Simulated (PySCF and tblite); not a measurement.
Values are calculated unless marked as measured or tabulated.
Stationary points of C4H7NO2 at B3LYP-D3(BJ)/def2-SVP, in Å:

Structure A

```
 1 C     2.446   -0.060   -0.078
 2 O     1.835   -0.763    0.980
 3 C     0.488   -0.701    1.074
 4 C    -0.351   -0.035    0.261
 5 N    -1.743   -0.029    0.437
 6 C    -2.588    0.651   -0.396
 7 O    -2.238    1.307   -1.355
 8 H     3.527   -0.226    0.009
 9 H     2.097   -0.428   -1.061
10 H     2.236    1.024   -0.017
11 H     0.128   -1.282    1.929
12 H    -0.032    0.552   -0.599
13 H    -2.149   -0.545    1.209
14 H    -3.655    0.534   -0.090
```

Structure B

```
 1 C     2.515   -0.036    0.171
 2 O     1.599   -1.073   -0.079
 3 C     0.278   -0.793   -0.022
 4 C    -0.260    0.412    0.258
 5 N    -1.642    0.695    0.314
 6 C    -2.675   -0.168    0.103
 7 O    -2.572   -1.346   -0.174
 8 H     3.522   -0.465    0.076
 9 H     2.404    0.789   -0.557
10 H     2.393    0.378    1.190
11 H    -0.342   -1.663   -0.232
12 H     0.361    1.283    0.467
13 H    -1.895    1.650    0.538
14 H    -3.663    0.343    0.217
```

Structure C

```
 1 C     2.486   -0.059   -0.182
 2 O     1.655   -1.084    0.325
 3 C     0.352   -0.814    0.483
 4 C    -0.286    0.344    0.245
 5 N    -1.694    0.433    0.435
 6 C    -2.614    0.130   -0.534
 7 O    -2.369   -0.317   -1.630
 8 H     3.498   -0.478   -0.257
 9 H     2.148    0.269   -1.181
10 H     2.500    0.815    0.493
11 H    -0.198   -1.687    0.848
12 H     0.225    1.230   -0.143
13 H    -2.049    0.876    1.278
14 H    -3.655    0.344   -0.181
```

Geometries: B3LYP-D3(BJ)/def2-SVP; energies: BHandHLYP/pcSseg-1 + D3(BJ); zero-point and thermal terms from GFN2-xTB harmonic modes (soft modes blended into free rotors).

Q: Which structure is a saddle point, and along which motion?

A: C: one imaginary mode (101i cm⁻¹ at GFN2-xTB, mostly on O7, O2, C3), along the rotation about the C4–N5 bond (torsion C3–C4–N5–C6 from -180° to 0°, rising).

Q: Give their symmetry and energies above the lowest.

A: A Cs, 0.0 kcal/mol; B Cs, 1.1 kcal/mol; C C1, 3.0 kcal/mol.
